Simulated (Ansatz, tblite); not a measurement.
Forces on the cluster B₅N₄⁺ at its r2SCAN-D4/def2-SVP geometry. Total charge 1; singlet.

The xTB rows come from tblite. The structure comes from a short search, and lower isomers may exist.

GFN1-xTB (tblite), largest force 1.71 eV/Å:

```xyz
9
positions Å, forces eV/Å
B    -1.363    0.366   -1.084   -0.360    0.139   -0.339
B    -1.230   -0.987    0.677   -0.309   -0.247    0.170
B     1.790    0.746   -0.118   -0.574    0.869   -1.354
B     0.732    1.276   -1.269    1.466   -0.154    0.864
B     0.876   -0.756    1.351    0.296   -0.190    0.374
N    -0.469    1.188   -1.707   -0.454   -0.327    0.203
N    -0.282   -1.337    1.551    0.051    0.191   -0.216
N    -1.987   -0.482   -0.303    0.281    0.076    0.033
N     1.932   -0.015    0.903   -0.397   -0.356    0.265
```

GFN2-xTB (tblite), largest force 1.15 eV/Å:

```
B -0.624 0.334 -0.706
B -0.684 -0.548 0.376
B -0.200 0.608 -0.855
B 0.979 0.017 0.427
B 0.657 -0.307 0.687
N -0.165 -0.748 0.864
N 0.105 0.694 -0.825
N 1.041 0.225 0.194
N -1.109 -0.274 -0.163
```

PBE-D4/def2-TZVP (Ansatz), largest force 0.41 eV/Å:

```
B 0.024 0.010 -0.002
B 0.032 0.026 -0.017
B -0.188 0.182 -0.315
B 0.323 -0.074 0.241
B 0.010 0.017 -0.017
N -0.021 0.119 -0.159
N -0.051 -0.214 0.245
N -0.316 -0.081 -0.043
N 0.187 0.014 0.068
```
